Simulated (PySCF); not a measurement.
Two-component Hartree-Fock for Hg²⁺ (mercury, charge +2)

Start: [Xe] 4f14 5d10. Calculated with PySCF 2.14 in x2c-TZVPall-2c with one added diffuse shell each of s, p, d type (12s12p11d2f, 117 functions): generalised Hartree-Fock with the X2C-1e Hamiltonian and a Gaussian nucleus; spin-orbit coupling (SO) screened by Boettger's factors. This is a chosen level, not necessarily the ground level.

```csv
spinor shell,electrons,"ε, screened SO (eV)",weight of nominal j (screened SO),"rms radius, screened SO (bohr)"
1s1/2,2,-83557.0,1.000,0.0187
2s1/2,2,-14974.6,1.000,0.0755
2p1/2,2,-14343.9,1.000,0.0639
2p3/2,4,-12390.8,1.000,0.0720
3s1/2,2,-3637.0,1.000,0.193
3p1/2,2,-3354.1,1.000,0.184
3p3/2,4,-2915.1,1.000,0.201
3d3/2,4,-2452.1,1.000,0.176
3d5/2,6,-2358.5,1.000,0.180
4s1/2,2,-851.74,1.000,0.424
4p1/2,2,-729.37,1.000,0.429
4p3/2,4,-621.95,1.000,0.463
4d3/2,4,-421.66,1.000,0.475
4d5/2,6,-401.03,1.000,0.486
5s1/2,2,-157.46,1.000,0.972
4f5/2,6,-140.49,1.000,0.526
5p1/2,2,-115.25,1.000,1.05
5p3/2,4,-96.315,1.000,1.15
5d3/2,4,-36.613,1.000,1.51
5d5/2,6,-34.426,1.000,1.57
```

Task: Where does 4f7/2 lie, and what is the 4f spin-orbit splitting (screened SO)?

Result: At -136.34 eV, 4.154 eV above 4f5/2.

```
   quantity   screened SO
E (hartree)  -19638.72985
        M_J             0
       ⟨J²⟩         0.000
       ⟨L²⟩         0.183
       ⟨S²⟩         0.183
```

Breit and QED terms are absent; they matter most for the inner s and p1/2 levels.

Densities and radii are taken from the X2C orbitals without a picture-change correction, which distorts them close to the nucleus.
